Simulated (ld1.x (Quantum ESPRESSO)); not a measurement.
# Reading a pseudo-wave (sulfur (S))

Columns: radius, all-electron u(r) and pseudo u(r) of the 3p shell (level -7.12 eV) of sulfur in the configuration [Ne] 3s2 3p4; LDA (PZ), non-relativistic, TM scheme, ld1.x (Quantum ESPRESSO) 7.5.

```csv
r (bohr),all-electron,pseudo
0.075,0.1107,-0.0042
0.150,0.2530,-0.0168
0.225,0.3264,-0.0375
0.300,0.3268,-0.0658
0.375,0.2734,-0.1012
0.450,0.1863,-0.1428
0.525,0.0816,-0.1899
0.600,-0.0294,-0.2412
0.675,-0.1389,-0.2956
0.750,-0.2420,-0.3518
0.825,-0.3359,-0.4083
0.900,-0.4192,-0.4636
0.975,-0.4913,-0.5163
1.050,-0.5522,-0.5649
1.125,-0.6026,-0.6081
1.200,-0.6430,-0.6449
1.275,-0.6743,-0.6748
1.350,-0.6975,-0.6976
1.425,-0.7134,-0.7134
1.500,-0.7228,-0.7228
1.575,-0.7268,-0.7268
1.650,-0.7260,-0.7260
1.725,-0.7212,-0.7212
1.800,-0.7130,-0.7130
1.875,-0.7021,-0.7021
1.950,-0.6888,-0.6888
```

Question: How many radial nodes do the two functions have?

Answer: The all-electron 3p function has n − l − 1 = 1; the pseudo-wave has 0, since the states of the same l below it are removed with the core.

Question: At about which radius was the pseudo-wave matched?

Answer: 1.50 bohr. The columns agree to 0.0005 from 1.27 bohr on; several derivatives are matched, so the curves merge somewhat inside the radius.

Question: Where does each function peak?

Answer: Outermost all-electron maximum near 1.57 bohr, pseudo maximum near 1.57 bohr (to the table’s step).

Question: Is the pseudo-wave norm-conserving?

Answer: Yes: the TM scheme keeps the norm inside the radius equal to the all-electron one, which fixes the energy derivative of the logarithmic derivative at the level.
